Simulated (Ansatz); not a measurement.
`[F][Zr]([F])([F])[I]` from Hartree–Fock to CCSD(T)

Z-matrix (Å, degrees):
```
Zr
F 1 1.885
F 1 1.885 2 108.9
I 1 2.713 2 110.0 3 120.7
F 1 1.885 2 108.9 3 -118.6
```

Total charge 0; spin multiplicity 1. Correlated methods include outer-core shells of I, Zr, which these sets cover unevenly. Zr, I takes the def2 core potential. The geometry is a stationary point of PBE0-D4/def2-TZVP. Frozen core, restricted reference, Ansatz 0.2.0.

```json
{"basis": "def2-SVP", "HF (Eh)": "-641.57975", "MP2 corr.": "-0.92300"}
{"basis": "def2-TZVPP", "HF (Eh)": "-641.98536", "MP2 corr.": "-1.59123"}
{"basis": "def2-QZVPP", "HF (Eh)": "-642.00539", "MP2 corr.": "-1.88590"}
```

Problem. Estimate the CCSD correlation energy and the (T) correction in each basis where they were run (hartree).

Solution. 
```tsv
basis	CCSD corr.	(T)
def2-SVP	-0.92407	-0.02436
def2-TZVPP	-1.54972	-0.05055
```
